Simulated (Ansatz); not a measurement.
`FC(F)=NP` + `[PH2][GaH2]` → `P[PH][GaH2]` + `N=C(F)F` at 500 K and 1 bar (ligand exchange at a P–N bond).

Calculated with Ansatz (gas phase, PBE0-D4/def2-TZVP geometries, no zero-point term in ΔE). CBS: MP2 limit from def2 TZ/QZ plus the TZ coupled-cluster correction, frozen cores. For Ga outer-core shells are correlated without core-valence functions, which leaves a few kJ/mol of doubt a bond. Scalar relativity is left out up to krypton. One conformer a species, not always the lowest.

| species | CCSD(T)/CBS energy (Eh) | H − E (kJ/mol) | S (J/(mol·K)) |
| --- | --- | --- | --- |
| `FC(F)=NP` | -634.44314 | 125.5 | 363.1 |
| `[PH2][GaH2]` | -2267.26620 | 110.9 | 330.7 |
| `P[PH][GaH2]` | -2608.80809 | 150.3 | 390.6 |
| `N=C(F)F` | -292.91376 | 92.9 | 298.1 |

H − E and S are ideal-gas, rigid-rotor, harmonic terms from PBE0-D4/def2-TZVP, for one conformer and one mirror image of each species. 1 Eh = 2625.50 kJ/mol, R = 8.31446 J/(mol·K).

By hand: ΔE, ΔH, ΔS and ΔG.

ΔE = (-2608.80809) + (-292.91376) − (-634.44314) − (-2267.26620) = -0.01251 Eh = -32.8 kJ/mol. Δ(H − E) = 150.3 + 92.9 − 125.5 − 110.9 = 6.8, so ΔH = -26.0 kJ/mol. ΔS = 390.6 + 298.1 − 363.1 − 330.7 = -5.1 J/(mol·K). ΔG = -26.0 − 500 × (-5.1)/1000 = -23.4 kJ/mol.

By hand: the equilibrium constant, and the temperature at which ΔG would vanish if ΔH and ΔS stayed fixed.

log₁₀ K = −ΔG/(RT ln 10) = 2.4. ΔG = 0 at ΔH/ΔS = 5098 K, far beyond where these terms or the molecules hold.

The number of gas molecules stays the same, so ΔS is small and ΔH decides. A doubt of 5 kJ/mol in ΔE shifts log₁₀ K by 0.5 here. Other conformers and mirror images would add mixing entropy, several J/(mol·K) or more a flexible species. These are equilibria of isolated gas molecules and say nothing of rates. Largest T1 diagnostic: 0.014 (customary marks: 0.02 for closed shells, 0.045 for open ones).
